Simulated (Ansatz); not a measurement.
Reaction (hydrogenolysis of a B–C bond): `CCBSC` + H₂ → `BSC` + ethane

Program: Ansatz. Geometries: PBE0-D4/def2-TZVP. ΔE: electronic, gas phase. CCSD(T)/CBS is the MP2 limit (def2-TZVPP, def2-QZVPP) plus CCSD(T) − MP2 in def2-TZVPP, frozen cores. This one scheme is used for every species. DFT in def2-TZVPP. B3LYP here is the variant with VWN-RPA as its local correlation; programs differ in this. Each species was taken in one conformer, which may not be the lowest.

CCSD(T)/CBS gives -0.25 eV.

Problem. Another level gave -0.22 eV. Which?
A. MP2/def2-TZVPP
B. CCSD(T)/def2-TZVPP
C. PBE0/def2-TZVPP
D. B3LYP/def2-TZVPP

Solution. A. MP2/def2-TZVPP -0.22, CCSD(T)/def2-TZVPP -0.28, B3LYP -0.41, PBE0 -0.33 eV.

Largest T1 diagnostic among the species: 0.014.

The D4 term adds +0.13 eV with B3LYP and +0.07 eV with PBE0; it sums over pairs of atoms, weighted by their polarisabilities, and B3LYP, whose exchange is more repulsive, gets the larger term. In def2-TZVPP, CCSD(T) changes the Hartree–Fock value by +0.26 eV (the triples alone add +0.05 eV) and MP2 by +0.32 eV.
